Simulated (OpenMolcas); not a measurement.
## Pt2+: effect of the IPEA shift

```json
{"Program": "OpenMolcas", "Basis": "ANO-RCC-VQZP [9s8p6d4f2g1h]", "Scalar Hamiltonian": "DKH2, point nucleus", "Active space": "8 electrons in 5 orbitals (5d)", "State averaging": "2S+1 = 3 even, 10 roots; 2S+1 = 1 even, 15 roots", "Spin-orbit coupling": "RASSI with atomic mean-field integrals over the reference wave functions, term energies averaged over their components"}
```

Methods on the same reference wave functions:
A. CASSCF
B. SS-CASPT2, IPEA 0 Eh, imaginary shift 0.1 Eh (closed shells correlated: 5s 5p)
C. SS-CASPT2, IPEA 0.25 Eh, imaginary shift 0.1 Eh (closed shells correlated: 5s 5p)

Energies in cm⁻¹ above 5d⁸ ³F₄, the measured ground level; measured values from NIST levels as listed in McCann et al., Mon. Not. R. Astron. Soc. 538, 537 (2025).

```
         Level      A      B      C  Measured
       5d⁸ ³F₄    0.0    0.0    0.0       0.0
       5d⁸ ³F₃   9977  10100  10100      9752
5d⁸ ³P₂ [52 %]  17662  15470  15870          
       5d⁸ ³P₀  21060  16380  17050     14939
       5d⁸ ³P₁  22942  18720  19490     16782
       5d⁸ ¹G₄  25906  22870  22710     21331
       5d⁸ ¹S₀  55369  48170  48370
```

Deviations, from unrounded energies. A percentage is the sum of absolute deviations over the sum of measured energies, with the sign that they share, or ± where signs differ.

```json
{"Against measurement": "mean absolute deviation (cm-1)", "Levels": "4", "A": "4300", "B": "1300", "C": "1600"}
{"Against measurement": "fine structure of the ground term (%)", "Levels": "1", "A": "+2.3", "B": "+3.5", "C": "+3.6"}
{"Against measurement": "other terms of the ground configuration (%)", "Levels": "3", "A": "+31.8", "B": "+9.3", "C": "+11.7"}
```

B lies closest to measurement on these levels and A furthest from it. The largest miss of B in the table is 5d⁸ ³P₁, by +1900 cm-1. The ranking rests on the paired levels alone, and a cruder setting can come out closer through cancelling errors.

Between B and C the level of the table that moves most is 5d⁸ ³P₁, by 770 cm-1 (lowest in B, highest in C). Moves below CASPT2's spread within the term are not significant.

The mean deviations of B to C differ by less than CASPT2's widest spread within a term (1400 cm-1), so their order carries little weight.

From A to B the spin-free energies of the other terms of 5d⁸ shown, above ³F, scale by factors of 0.67 to 0.82.

The lowest spin-free term lies below A's lowest term by 0.511 hartree in B, 0.504 hartree in C.

CASPT2 does not keep the components of a term degenerate, so their means are used; among the terms shown or strongly mixed into the levels shown the widest spread is 1400 cm-1 (5d⁸ ¹G, B). Configurations with an s electron lie low in 5d ions of this charge, fall among these levels and mix in, so low-spin terms can stand far too high, up to twice their true height, and weights are not those of the real levels. Without dynamic correlation excited terms often stand tens of per cent too high (terms of higher spin than the ground term too low), and those without a measured partner can miss by more than the paired ones (holds for A). Some terms miss by over 15 % even with CASPT2, which points to a basis or an active space too small for the shells correlated (holds for C). Measured partners are found by configuration, term and J. A level has none where our copy of the source lacks it or the pairing is in doubt (some pairs that miss far off the trend of their configuration count as doubtful), and it then counts in no deviation. Only configurations of the active space appear. Levels that lie high or do not pair safely by name in every column are left out.

A share in square brackets marks a mixed level and gives the weight of the term that names it, the lowest over the columns.
